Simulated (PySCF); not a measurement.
C2H5ClF2Si, SMILES CC(F)(F)[SiH2]Cl.

Geometry optimised at PBE0-D3(BJ)/def2-SVP. The structure was generated by enumeration, and PubChem lists no compound with its InChIKey, so it may never have been made. One conformer was computed; it need not be the lowest.

Computed with PBE0/def2-TZVP in PySCF.

The molecule is in vacuum.

```json
{
  "total_energy": "-1028.23245 hartree",
  "highest_occupied_level": "-8.56 eV",
  "lowest_empty_level": "-0.11 eV",
  "orbital_gap": "8.45 eV",
  "dipole_moment": "1.51 D",
  "quadrupole, principal values (traceless, Buckingham form, about the centre of nuclear charge)": "-6.81, -0.32, 7.14 D·Å",
  "mean_static_polarisability": "62.1 bohr³ (9.20 Å³)",
  "polarisability_principal_values": "55.0, 62.6, 68.6 bohr³"
}
```
